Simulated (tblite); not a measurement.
Record of a relaxation.

Compound: C₅HBrFO₂ (doublet state).
Bonds: O1–C2 (double), C2–C3, C3–C4, C4–O5 (double), C4–C6, C6–Br7, C6–C8 (double), C8–F9, C2–C8. Hydrogens: H10 on C3.
Bond orders are those of one Lewis drawing.

Computed with GFN2-xTB (tblite), gas phase: L-BFGS steps from a force-field or distance-geometry start until the largest atomic force falls under 0.01 eV/Å. 14 of its 19 geometries are shown.

Step 0: E = -763.0005 eV, largest atomic force 2.296 eV/Å
```
atom  x, y, z in Å  |  force x, y, z in eV/Å
O1     -2.202    1.146    0.251   -0.780   0.759  -0.002
C2     -1.161    0.569    0.125   -0.257  -1.388   0.382
C3     -0.933   -0.872    0.261    0.212   0.743  -0.262
C4      0.474   -1.125    0.034   -0.568  -2.169   0.493
O5      0.997   -2.229    0.081    0.169   0.798  -0.177
C6      1.108    0.177   -0.216    0.819  -0.120  -0.146
Br7     2.905    0.382   -0.549    0.409  -0.018  -0.066
C8      0.177    1.125   -0.152   -0.307   1.761  -0.254
F9      0.342    2.435   -0.330    0.075  -0.467   0.069
H10    -1.698   -1.604    0.473    0.229   0.101  -0.036
```

Step 1: E = -763.0703 eV, largest atomic force 1.651 eV/Å
```
atom  x, y, z in Å  |  force x, y, z in eV/Å
O1     -2.213    1.157    0.251    0.346  -0.121  -0.088
C2     -1.165    0.549    0.131   -0.973   0.289   0.266
C3     -0.930   -0.861    0.257   -0.214  -0.058  -0.048
C4      0.466   -1.156    0.041   -0.755   0.827   0.126
O5      0.999   -2.217    0.079    0.965  -1.339  -0.041
C6      1.119    0.176   -0.218   -0.560   0.424   0.047
Br7     2.911    0.381   -0.550    0.456  -0.019  -0.075
C8      0.173    1.150   -0.155    0.332  -0.812  -0.055
F9      0.343    2.428   -0.329    0.118   0.555  -0.063
H10    -1.695   -1.602    0.472    0.286   0.255  -0.069
```

Step 3: E = -763.1102 eV, largest atomic force 0.356 eV/Å
```
atom  x, y, z in Å  |  force x, y, z in eV/Å
O1     -2.214    1.161    0.249   -0.280   0.192   0.014
C2     -1.182    0.550    0.137    0.059  -0.009   0.036
C3     -0.935   -0.862    0.255    0.061   0.041  -0.044
C4      0.458   -1.161    0.046    0.010  -0.003   0.036
O5      1.014   -2.229    0.076    0.186  -0.069  -0.041
C6      1.112    0.181   -0.218    0.100  -0.231   0.014
Br7     2.923    0.380   -0.551    0.095  -0.058  -0.011
C8      0.175    1.142   -0.158   -0.217   0.281  -0.030
F9      0.346    2.438   -0.330    0.026  -0.088   0.012
H10    -1.688   -1.596    0.471   -0.040  -0.055   0.015
```

Step 4: E = -763.1134 eV, largest atomic force 0.148 eV/Å
```
atom  x, y, z in Å  |  force x, y, z in eV/Å
O1     -2.219    1.164    0.249   -0.042   0.025   0.000
C2     -1.184    0.551    0.139   -0.103   0.104   0.021
C3     -0.936   -0.862    0.254    0.082   0.076  -0.029
C4      0.457   -1.163    0.047    0.092  -0.048   0.005
O5      1.019   -2.231    0.075    0.075   0.050  -0.028
C6      1.111    0.179   -0.217    0.012  -0.053   0.013
Br7     2.926    0.379   -0.552   -0.002  -0.066   0.006
C8      0.172    1.144   -0.158   -0.057   0.083  -0.017
F9      0.347    2.438   -0.330    0.018  -0.089   0.008
H10    -1.687   -1.596    0.471   -0.077  -0.084   0.021
```

Step 6: E = -763.1151 eV, largest atomic force 0.086 eV/Å
```
atom  x, y, z in Å  |  force x, y, z in eV/Å
O1     -2.224    1.168    0.249    0.044  -0.033   0.001
C2     -1.188    0.555    0.140   -0.060   0.032  -0.007
C3     -0.934   -0.860    0.253   -0.033  -0.019   0.023
C4      0.460   -1.165    0.048    0.017   0.044  -0.013
O5      1.025   -2.231    0.074    0.039   0.042  -0.014
C6      1.110    0.178   -0.216    0.012   0.031   0.004
Br7     2.929    0.376   -0.552   -0.061  -0.059   0.016
C8      0.170    1.145   -0.159   -0.001  -0.028   0.006
F9      0.349    2.437   -0.330    0.023  -0.024  -0.005
H10    -1.688   -1.598    0.471    0.019   0.014  -0.010
```

Step 7: E = -763.1155 eV, largest atomic force 0.063 eV/Å
```
atom  x, y, z in Å  |  force x, y, z in eV/Å
O1     -2.225    1.168    0.249    0.041  -0.026   0.000
C2     -1.189    0.556    0.140   -0.039  -0.021  -0.003
C3     -0.935   -0.860    0.253    0.000   0.002   0.012
C4      0.462   -1.165    0.048   -0.025   0.025  -0.002
O5      1.027   -2.230    0.073    0.028   0.055  -0.014
C6      1.110    0.178   -0.216    0.001   0.011   0.006
Br7     2.927    0.374   -0.552   -0.035  -0.051   0.011
C8      0.170    1.145   -0.159   -0.011  -0.006   0.006
F9      0.350    2.436   -0.330    0.021  -0.002  -0.008
H10    -1.688   -1.598    0.471    0.019   0.012  -0.009
```

Step 8: E = -763.1159 eV, largest atomic force 0.055 eV/Å
```
atom  x, y, z in Å  |  force x, y, z in eV/Å
O1     -2.226    1.169    0.250    0.018  -0.014   0.000
C2     -1.190    0.556    0.140    0.004  -0.048   0.000
C3     -0.935   -0.860    0.254    0.011  -0.005   0.005
C4      0.463   -1.163    0.047   -0.046   0.007   0.008
O5      1.030   -2.227    0.072    0.013   0.052  -0.012
C6      1.110    0.179   -0.216   -0.017  -0.017   0.008
Br7     2.925    0.370   -0.551    0.005  -0.039   0.003
C8      0.169    1.144   -0.159   -0.020   0.038   0.002
F9      0.351    2.435   -0.331    0.012   0.015  -0.008
H10    -1.688   -1.598    0.471    0.020   0.011  -0.008
```

Step 10: E = -763.1164 eV, largest atomic force 0.037 eV/Å
```
atom  x, y, z in Å  |  force x, y, z in eV/Å
O1     -2.227    1.168    0.250   -0.008  -0.015   0.001
C2     -1.192    0.555    0.140    0.031  -0.009   0.003
C3     -0.935   -0.860    0.255    0.004  -0.004  -0.004
C4      0.462   -1.161    0.048   -0.012  -0.006   0.008
O5      1.035   -2.222    0.070   -0.004   0.004  -0.004
C6      1.108    0.180   -0.215   -0.018   0.000   0.002
Br7     2.923    0.363   -0.550    0.024  -0.026   0.000
C8      0.167    1.144   -0.159   -0.001   0.037  -0.003
F9      0.354    2.435   -0.331   -0.010   0.034  -0.006
H10    -1.687   -1.598    0.470   -0.006  -0.015   0.002
```

Step 11: E = -763.1165 eV, largest atomic force 0.035 eV/Å
```
atom  x, y, z in Å  |  force x, y, z in eV/Å
O1     -2.227    1.168    0.250   -0.009  -0.017   0.001
C2     -1.192    0.555    0.140    0.018   0.013   0.004
C3     -0.935   -0.860    0.255   -0.003  -0.004  -0.003
C4      0.461   -1.160    0.048    0.007  -0.004   0.003
O5      1.036   -2.220    0.069   -0.005  -0.013  -0.001
C6      1.107    0.180   -0.214   -0.003   0.015  -0.002
Br7     2.923    0.361   -0.550    0.013  -0.024   0.002
C8      0.167    1.145   -0.159    0.010   0.021  -0.003
F9      0.354    2.435   -0.332   -0.016   0.031  -0.004
H10    -1.686   -1.598    0.470   -0.012  -0.018   0.003
```

Step 12: E = -763.1166 eV, largest atomic force 0.029 eV/Å
```
atom  x, y, z in Å  |  force x, y, z in eV/Å
O1     -2.227    1.167    0.250   -0.008  -0.015   0.001
C2     -1.192    0.554    0.140    0.000   0.024   0.004
C3     -0.935   -0.860    0.255   -0.007  -0.002  -0.001
C4      0.461   -1.160    0.048    0.020   0.001  -0.002
O5      1.037   -2.219    0.069   -0.006  -0.021   0.001
C6      1.107    0.180   -0.214    0.014   0.024  -0.005
Br7     2.923    0.358   -0.549    0.000  -0.022   0.004
C8      0.167    1.147   -0.159    0.016   0.003  -0.002
F9      0.354    2.437   -0.332   -0.020   0.021  -0.002
H10    -1.686   -1.599    0.470   -0.011  -0.012   0.002
```

Step 14: E = -763.1168 eV, largest atomic force 0.020 eV/Å
```
atom  x, y, z in Å  |  force x, y, z in eV/Å
O1     -2.228    1.165    0.251   -0.003  -0.001   0.001
C2     -1.191    0.555    0.141   -0.015   0.007   0.003
C3     -0.935   -0.861    0.255    0.003   0.005   0.002
C4      0.461   -1.159    0.048    0.012   0.007  -0.007
O5      1.038   -2.219    0.068   -0.006  -0.008   0.002
C6      1.106    0.182   -0.214    0.018   0.009  -0.003
Br7     2.924    0.353   -0.549   -0.001  -0.013   0.002
C8      0.167    1.149   -0.159    0.005  -0.011   0.002
F9      0.353    2.440   -0.333   -0.020  -0.004   0.001
H10    -1.687   -1.600    0.470    0.006   0.010  -0.003
```

Step 15: E = -763.1168 eV, largest atomic force 0.019 eV/Å
```
atom  x, y, z in Å  |  force x, y, z in eV/Å
O1     -2.228    1.164    0.251   -0.001   0.004   0.001
C2     -1.191    0.555    0.141   -0.007  -0.005   0.001
C3     -0.935   -0.861    0.255    0.008   0.007   0.001
C4      0.461   -1.159    0.048    0.002   0.005  -0.005
O5      1.038   -2.219    0.068   -0.005   0.002   0.001
C6      1.107    0.183   -0.214    0.007  -0.002   0.000
Br7     2.924    0.352   -0.548    0.006  -0.009   0.001
C8      0.167    1.149   -0.159   -0.003  -0.007   0.003
F9      0.352    2.440   -0.333   -0.017  -0.009   0.001
H10    -1.687   -1.600    0.470    0.010   0.014  -0.005
```

Step 17: E = -763.1169 eV, largest atomic force 0.014 eV/Å
```
atom  x, y, z in Å  |  force x, y, z in eV/Å
O1     -2.229    1.164    0.251    0.003   0.006   0.000
C2     -1.191    0.555    0.141    0.009  -0.009  -0.001
C3     -0.934   -0.860    0.255    0.006   0.005  -0.001
C4      0.462   -1.158    0.048   -0.009   0.000   0.002
O5      1.038   -2.218    0.068   -0.001   0.009  -0.002
C6      1.107    0.183   -0.214   -0.009  -0.010   0.003
Br7     2.924    0.349   -0.548    0.013  -0.002  -0.001
C8      0.167    1.149   -0.159   -0.009   0.002   0.002
F9      0.350    2.441   -0.333   -0.009  -0.007   0.001
H10    -1.686   -1.600    0.469    0.007   0.006  -0.003
```

Step 18: E = -763.1169 eV, largest atomic force 0.010 eV/Å
```
atom  x, y, z in Å  |  force x, y, z in eV/Å
O1     -2.229    1.164    0.251    0.004   0.005   0.000
C2     -1.191    0.555    0.141    0.009  -0.004  -0.001
C3     -0.934   -0.860    0.256    0.001   0.001  -0.001
C4      0.462   -1.158    0.048   -0.007  -0.001   0.003
O5      1.038   -2.218    0.068    0.002   0.006  -0.002
C6      1.108    0.183   -0.214   -0.007  -0.006   0.001
Br7     2.925    0.348   -0.548    0.007   0.000   0.000
C8      0.167    1.149   -0.159   -0.005   0.001   0.000
F9      0.349    2.440   -0.333   -0.006  -0.003   0.000
H10    -1.686   -1.599    0.469    0.002   0.000  -0.001
```

**Question.** Summarise the path.

**Answer.** The energy falls by 11.23 kJ/mol from step 0 to step 18; nine tenths of that is first reached at step 3. It falls at every step. The largest force goes from 2.296 to 0.010 eV/Å. Among the bonds C4–C6 changes most, from 1.470 to 1.512 Å; the atoms move by 0.029 Å rms after alignment.

**Question.** Follow the three bonds and two angles with the largest change from start to end.

**Answer.** 
| step | E above end (kJ/mol) | largest force (eV/Å) | C4–C6 (Å) | C2–C8 (Å) | C2–C3 (Å) | C3–C4–O5 (°) | C2–C3–C4 (°) |
| --- | --- | --- | --- | --- | --- | --- | --- |
| 0 | 11.23 | 2.296 | 1.470 | 1.475 | 1.465 | 124.6 | 108.0 |
| 1 | 4.50 | 1.651 | 1.506 | 1.494 | 1.435 | 127.7 | 110.2 |
| 2 | 1.30 | 0.497 | 1.511 | 1.507 | 1.433 | 128.4 | 110.8 |
| 3 | 0.64 | 0.356 | 1.516 | 1.510 | 1.438 | 128.9 | 111.0 |
| 4 | 0.33 | 0.148 | 1.516 | 1.510 | 1.439 | 129.2 | 111.1 |
| 5 | 0.22 | 0.111 | 1.516 | 1.511 | 1.441 | 129.5 | 111.5 |
| 6 | 0.17 | 0.086 | 1.515 | 1.511 | 1.442 | 129.5 | 111.5 |
| 7 | 0.14 | 0.063 | 1.514 | 1.510 | 1.443 | 129.5 | 111.5 |
| 8 | 0.10 | 0.055 | 1.513 | 1.511 | 1.443 | 129.6 | 111.5 |
| 9 | 0.07 | 0.048 | 1.512 | 1.511 | 1.443 | 129.7 | 111.5 |
| 10 | 0.05 | 0.037 | 1.511 | 1.511 | 1.443 | 129.8 | 111.4 |
| 11 | 0.04 | 0.035 | 1.511 | 1.511 | 1.442 | 129.9 | 111.4 |
| 12 | 0.03 | 0.029 | 1.511 | 1.511 | 1.442 | 130.0 | 111.4 |
| 13 | 0.02 | 0.030 | 1.511 | 1.512 | 1.442 | 130.0 | 111.3 |
| 14 | 0.01 | 0.020 | 1.511 | 1.512 | 1.443 | 130.0 | 111.3 |
| 15 | 0.01 | 0.019 | 1.512 | 1.512 | 1.443 | 129.9 | 111.3 |
| 16 | 0.00 | 0.017 | 1.512 | 1.512 | 1.443 | 129.9 | 111.3 |
| 17 | 0.00 | 0.014 | 1.512 | 1.513 | 1.443 | 129.9 | 111.3 |
| 18 | 0.00 | 0.010 | 1.512 | 1.513 | 1.443 | 129.9 | 111.4 |

The cost below is that of the whole relaxation. Time: under 0.1 s wall. Hardware: an Arm Neoverse V2 with one thread (shared host).
